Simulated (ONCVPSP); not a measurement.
Configuration tests for La (Z = 57) (ONCV)

```
Element                 : lanthanum
Generator               : ONCVPSP 4.0.1
Type                    : optimised norm-conserving Vanderbilt (ONCV)
Functional              : PBEsol
Relativity              : scalar-relativistic
Frozen core             : [Kr] 4d10 5s2
Valence charge          : 9
Reference configuration : 5p6 5d1 6s2
Partial waves           : 6s: rc 4.00 bohr, ncon 5, nbas 9, qcut 1.3 1/bohr, 2 projectors, debl 2.5 Ha; 5p: rc 2.25 bohr, ncon 4, nbas 8, qcut 7.8 1/bohr, 2 projectors, debl 1.8 Ha; 5d: rc 3.75 bohr, ncon 4, nbas 9, qcut 4.9 1/bohr, 2 projectors, debl 1.7 Ha; f scattering state at 0.24 Ha: rc 3.30 bohr, ncon 3, nbas 7, qcut 3.3 1/bohr, 1 projector
Local potential         : polynomial inside 1.45 bohr (lpopt 5, dvloc0 0 Ha)
Core correction         : polynomial model core, fcfact 0.75
```

In the f channel the program set the typed energies aside and used -0.161 Ha.

Energies are relative to the spin-unpolarised reference configuration 5p6 5d1 6s2; without spin polarisation the order of configurations can differ from experiment.

```tsv
valence configuration	charge	ΔE all-electron (eV)	error AE − PS (meV)
5p6 5d1 6s1	+1	6.000	-1.4
5p6 5d1 6s0	+2	16.848	-15
5p6 5d0 6s0	+3	35.755	+11
5p6 5d0 6s2 6p1	0	2.327	-2.8
```

Levels in the configuration 5p6 5d0 6s2 6p1:

```csv
level,all-electron (eV),pseudo (eV)
5p,-25.181,-25.210
6s,-4.892,-4.877
6p,-2.164,-2.165
```

Note: ghosts flagged at negative energy: s at -87.6 eV; GHOST(+) flagged for s at 55.1 eV. A true bound ghost makes a file unfit for plane-wave use.
